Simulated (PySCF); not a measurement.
C₃H₇AlO, SMILES C=[CH][Al]([CH3])[OH]. Atoms are numbered in the order given.

```xyz
12

Al    -0.3116     0.1781     0.2608
C     -2.1950     0.2228     0.7431
H     -2.5485    -0.7697     1.0705
H     -2.8221     0.5087    -0.1185
H     -2.3923     0.9376     1.5566
C      0.4306    -0.9716    -1.1323
C      1.7357    -0.9861    -1.4465
H     -0.2110    -1.6534    -1.7105
H      2.1567    -1.6312    -2.2289
H      2.4660    -0.3464    -0.9333
O      0.7365     1.2175     1.1233
H      1.6819     1.3090     1.0013
```

Geometry optimised at PBE0-D3(BJ)/def2-SVP. The structure was generated by enumeration; whether it is a known compound was not checked. The values are those of a single conformer.

Calculation: PBE0-D3(BJ)/def2-SVP (PySCF).

Frequencies are harmonic and unscaled.

Task: Give all harmonic wavenumbers and intensities. (An estimate is asked for; the answer gives what the named calculation found.)

Result: 
```
mode  ν (cm⁻¹)  IR (km/mol)  moving atoms (share of kinetic energy)
----  --------  -----------  --------------------------------------
1           39          0.2                                  H 97 %
2           52          1.2                          C 56 %, H 39 %
3          115          2.6         C 39 %, H 27 %, O 21 %, Al 12 %
4          187          4.0                  C 34 %, O 32 %, H 27 %
5          205          2.4                  Al 47 %, H 38 %, O 9 %
6          310         32.6                 C 52 %, H 26 %, Al 16 %
7          371        123.9                          H 87 %, O 12 %
8          441         47.9                          H 67 %, C 28 %
9          545        131.1                          H 67 %, C 24 %
10         558         37.7                  C 43 %, H 32 %, O 23 %
11         651         17.9                 H 51 %, C 29 %, Al 14 %
12         652         56.3                  H 71 %, C 20 %, Al 9 %
13         726        198.3                 H 36 %, Al 36 %, C 27 %
14         876        102.5                 Al 44 %, O 43 %, H 11 %
15         993         19.4                          H 85 %, C 12 %
16         998         31.6                          H 73 %, C 27 %
17        1066         10.3                                  H 92 %
18        1210         35.2                          H 78 %, C 21 %
19        1267          1.6                          H 72 %, C 28 %
20        1420         17.3                          H 83 %, C 17 %
21        1421          2.6                                  H 95 %
22        1425          3.2                                  H 95 %
23        1664         26.0                          C 84 %, H 16 %
24        3046          2.1                                  H 97 %
25        3114         29.8                                  H 95 %
26        3132          5.8                           H 92 %, C 8 %
27        3137          4.5                           H 91 %, C 9 %
28        3163          3.5                           H 91 %, C 9 %
29        3202         17.6                          H 89 %, C 11 %
30        3991         64.1                                  H 94 %
```
